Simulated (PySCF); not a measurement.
Isomers of H6B2N2. Isolated molecules, 0 K electronic values unless said otherwise. One relaxed conformer stands for each flexible species; it need not be the lowest. Strings in code marks are SMILES.

All values below come from r2SCAN-D4/def2-TZVP run with PySCF. Delta-SCF ions had no search for a lower state. 

```
species                          vertical ionisation energy (Delta-SCF) (eV)   LUMO (eV)
-------------------------------  -------------------------------------------  ----------
`BB(N)N`                                                                9.01       -2.42
`N(B)BN` (B–N–B–N torsion 180°)                                         9.91  (withheld)
`NBBN` (N–B–B–N torsion 73°)                                            9.45       -0.60
```

Problem. Some entries are withheld; supply them.

Solution. 
- `N(B)BN` (B–N–B–N torsion 180°), LUMO (eV): -0.82
